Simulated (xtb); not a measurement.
Harmonic IR lines of one isomer of C2H8N2, unscaled. Method: GFN2-xTB in xtb.

| wavenumber (cm⁻¹) | relative intensity |
|---|---|
| 152 | 4.9 |
| 246 | 48 |
| 481 | 3.1 |
| 807 | 83 |
| 908 | 71 |
| 932 | 5.7 |
| 1014 | 40 |
| 1068 | 8.0 |
| 1097 | 4.0 |
| 1173 | 73 |
| 1201 | 21 |
| 1369 | 41 |
| 1391 | 4.9 |
| 1410 | 5.7 |
| 1480 | 6.6 |
| 1496 | 4.9 |
| 1540 | 29 |
| 2765 | 86 |
| 2811 | 100 |
| 2867 | 83 |
| 3021 | 32 |
| 3040 | 12 |
| 3364 | 13 |
| 3394 | 5.3 |
| 3432 | 5.7 |

Q: Identify which structure gives these lines.
A) `NCCN`
B) `CC(N)N`
C) `CNCN`

A: C, `CNCN`
